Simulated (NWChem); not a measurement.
A series in which one site is exchanged, each optimised at PBE0/def2-SVP with NWChem, gas phase unless a solvent is named. Some are not confirmed as minima by frequencies. def2 effective core potentials on Sn; no spin-orbit coupling.

A: C[SiH](Cl)Cl (CH₄Cl₂Si; site = Si)
B: [CH3][SnH]([Cl])[Cl] (CH$_{4}$Cl$_{2}$Sn; site = Sn)
C: CC(Cl)Cl (C2H4Cl2; site = C)
D: [CH3][GeH]([Cl])[Cl] (CH4Cl2Ge; site = Ge)

```tsv
quantity	A	B	C	D
dipole (D), PBE0/def2-SVP	2.12	[?]	2.01	2.75
orbital gap (eV), PBE0/def2-SVP	9.56	[?]	9.07	8.55
static polarisability, PBE0/def2-SVPD (bohr³)	65.5	[?]	54.7	70.4
lowest singlet excitation, PBE0/def2-SVPD, TDA (eV)	7.59	[?]	6.97	6.82
```

Problem. Some entries are withheld; supply them.

Solution. 
- dipole (D), PBE0/def2-SVP, B: 3.51
- orbital gap (eV), PBE0/def2-SVP, B: 7.44
- static polarisability, PBE0/def2-SVPD (bohr³), B: 80.5
- lowest singlet excitation, PBE0/def2-SVPD, TDA (eV), B: 6.06
